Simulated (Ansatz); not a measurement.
Gas-phase reaction R1 → P1 + P2, each structure at its B3LYP-D3(BJ)/def2-TZVP stationary point, reached from a drawn start (curvature not checked).
R1, F5Re (SMILES [F][Re]([F])([F])([F])[F]) (charge 0, multiplicity 3):
```xyz
6

Re    -0.00003     0.00005     0.00006
F     -0.00025     0.00638     1.90732
F      0.00004    -0.00590    -1.90714
F      1.82326    -0.01380     0.00019
F     -0.90018     1.58572    -0.00542
F     -0.92294    -1.57245     0.00500
```
P1, F4Re (SMILES [F][Re]([F])([F])[F]) (charge 0, multiplicity 4):
| atom | x (Å) | y (Å) | z (Å) |
|---|---|---|---|
| Re | 0.0000 | 0.0000 | 0.0000 |
| F | 0.8991 | 0.8591 | 1.4007 |
| F | 0.8548 | -0.8756 | -1.4181 |
| F | -0.8824 | 0.8952 | -1.3886 |
| F | -0.8714 | -0.8786 | 1.4060 |
P2: F atom, charge 0, multiplicity 2.

P less R. No zero-point or thermal terms; open shells are unrestricted; no spin–orbit coupling. The spin states of the d-block species are the ones drawn and need not be the lowest.

Frozen-core correlation throughout.

The values were computed with Ansatz (Gaussian basis) for Hartree–Fock, density functionals and correlated methods. Each number belongs to the level named beside it. Elements past Kr take the def2 small-core potentials, without spin–orbit coupling.

Total energies in hartree:

```json
[
 {"structure": "R1", "PBE/def2-TZVPP": "-577.476763", "r2SCAN/def2-TZVPP": "-577.738471", "CCSD(T)/def2-TZVPP": "-576.608987"},
 {"structure": "P1", "PBE/def2-TZVPP": "-477.627118", "r2SCAN/def2-TZVPP": "-477.837466", "CCSD(T)/def2-TZVPP": "-476.822915"},
 {"structure": "P2", "PBE/def2-TZVPP": "-99.669123", "r2SCAN/def2-TZVPP": "-99.727635", "CCSD(T)/def2-TZVPP": "-99.625056"}
]
```

Question: Work out the reaction energy at each level in eV (1 hartree = 27.21139 eV), and say how far PBE/def2-TZVPP lies from CCSD(T)/def2-TZVPP.

Answer: 
- PBE/def2-TZVPP: (-477.627118) + (-99.669123) − (-577.476763) = 0.180522 hartree = 4.912 eV
- r2SCAN/def2-TZVPP: (-477.837466) + (-99.727635) − (-577.738471) = 0.173370 hartree = 4.718 eV
- CCSD(T)/def2-TZVPP: (-476.822915) + (-99.625056) − (-576.608987) = 0.161016 hartree = 4.381 eV
PBE/def2-TZVPP less CCSD(T)/def2-TZVPP: 0.531 eV. CCSD(T)/def2-TZVPP is the level counted from, the highest shown, and no exact or measured value.

Ansatz is a quantum-chemistry and plane-wave program.
